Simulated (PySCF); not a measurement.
Bromomethylsilane, CH5BrSi.
Bonds: Si1–C2, C2–Br3. Hydrogens: H4, H5, H6 on Si1; H7, H8 on C2.

Computed with MP2 and CCSD/aug-cc-pVDZ in PySCF, restricted Hartree–Fock reference, frozen core, non-relativistic, gas phase, PBE0-D3(BJ)/def2-SVP geometry.

E(HF) = -2902.09684 Eh.

Q: How large is the problem?

A: 131 basis functions and 60 electrons; 15 orbitals frozen, which leaves o = 15 correlated occupied and v = 101 virtual orbitals. That is o·v = 1515 singles and o·v(o·v + 1)/2 = 1148370 distinct closed-shell doubles amplitudes before symmetry; the costliest CCSD step grows as o²v⁴ = 2.3 × 10^10.

Q: What are the MP2 and CCSD correlation energies?

A: MP2 -0.4035 Eh and CCSD -0.4496 Eh, which gives totals of -2902.50035 and -2902.54643 Eh. That is 0.408 eV for each correlated electron at CCSD (1180 kJ/mol in all, 0.015 % of the total energy); MP2 gives 89.7 % of the CCSD value.

Q: What is the T1 diagnostic?

A: 0.0089, below the customary warning level of 0.02. It is the norm of the spatial-orbital singles amplitudes over the root of the number of correlated electrons, so the norm is 0.049.

Q: How does correlation change the dipole moment?

A: HF gives 1.94 D and CCSD (unrelaxed density) 1.62 D, a change of -0.32 D.

No triples correction and no basis-set extrapolation were made.

The job also held the EOM ionisation roots. Time: 1.9 min wall. Hardware: one thread, Arm Neoverse V1, on a shared host.
